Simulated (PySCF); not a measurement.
**Electron correlation in S²⁺ (sulfur, charge +2)**

[Ne] 3s2 3p2, high-spin 3P determinant. All numbers are calculated (PySCF 2.14, the spin-free X2C one-electron Hamiltonian (Gaussian nucleus), in aug-cc-pVDZ-DK (5s4p2d, 27 functions)). Frozen: [Ne]; 4 electrons correlated.

```csv
level,correlation energy (mhartree)
CCSD,-74.45
(T),-0.89
CCSD(T),-75.34
CCSDT,-75.64
FCI,-75.68
```

Diagnostics: T1 = 0.0072, D1 = 0.0195, largest double amplitude 0.106, weight of the Hartree-Fock determinant in FCI 0.9500 (33880 determinants).

Task: Is a single reference adequate?

Result: Mostly. T1 lies below 0.03, but a double amplitude of this size points to a near-degeneracy that CCSD handles and MP2 describes poorly.
